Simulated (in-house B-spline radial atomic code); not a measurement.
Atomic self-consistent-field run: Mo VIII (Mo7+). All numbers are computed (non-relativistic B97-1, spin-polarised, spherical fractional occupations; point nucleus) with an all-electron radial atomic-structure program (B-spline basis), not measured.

Command:
```bash
python run_scf.py task.json out
```
Settings:
```
Z                42
configuration    [Ar] 3d10 4s2 4p5
hamiltonian      nr
method           b97_1
spin_polarised   True
```

Output (hartree, bohr):
```
 radial grid: 47 intervals, B-splines of order 8, outer radius 13.5065 bohr

 iter        energy (Eh)    residual
    1       -3957.570619    5.62e-01
    2       -3962.911491    4.16e-01
    3       -3964.690825    9.37e-02
    4       -3964.793665    2.07e-02
    5       -3964.798254    1.18e-02
    6       -3964.799873    4.05e-04
    7       -3964.799876    4.56e-05
    8       -3964.799876    1.21e-06
    9       -3964.799876    5.00e-08

 total energy                     -3964.79988
 kinetic                            3962.9254
 electron-nucleus                  -9299.5902
 Hartree                            1489.8548
 exact exchange                      -24.4015
 exchange-correlation                -93.5883

 orbital      occ     eigenvalue          <r>       <r^2>       <1/r>       <r^4>       r_max
 1s up      1.000      -716.5592    0.0363032   0.0017638     41.4837 7.88744e-06     0.02401
 1s down    1.000      -716.5505    0.0363029  0.00176377      41.484  7.8872e-06     0.02401
 2s up      1.000      -103.6286     0.158629   0.0295839     9.35568  0.00149553      0.1341
 2s down    1.000      -103.6227     0.158625   0.0295819     9.35577  0.00149528      0.1341
 2p up      3.000       -95.7126     0.136048   0.0225547     9.34243   0.0010058      0.1056
 2p down    3.000       -95.7029     0.136051   0.0225557     9.34211  0.00100585      0.1056
 3s up      1.000       -21.1325     0.439355    0.220815     3.25226   0.0751216       0.394
 3s down    1.000       -21.1230     0.439286    0.220702     3.25202   0.0749685      0.3941
 3p up      3.000       -18.0813     0.434175    0.219031      3.1598   0.0777755      0.3815
 3p down    3.000       -18.0687     0.434166    0.218977     3.15921   0.0776598      0.3816
 3d up      5.000       -12.5064     0.412238    0.203762     2.98078   0.0794964      0.3216
 3d down    5.000       -12.4963     0.411976     0.20341     2.98172   0.0790567      0.3217
 4s up      1.000        -6.0539      1.07076     1.28735     1.26561     2.38943      0.9885
 4s down    1.000        -5.9719      1.07283     1.29322     1.26378     2.41831      0.9883
 4p up      3.000        -5.0856      1.13566     1.45634     1.17879     3.11973       1.038
 4p down    2.000        -4.9778      1.14123     1.47183     1.17322     3.19787       1.039
```

Cost of the run: 0.38 s on 1 thread of Arm Neoverse N1, with other jobs on the host.

Caution: exact exchange at fractional occupations of open shells leaves self-interaction of up to several eV.
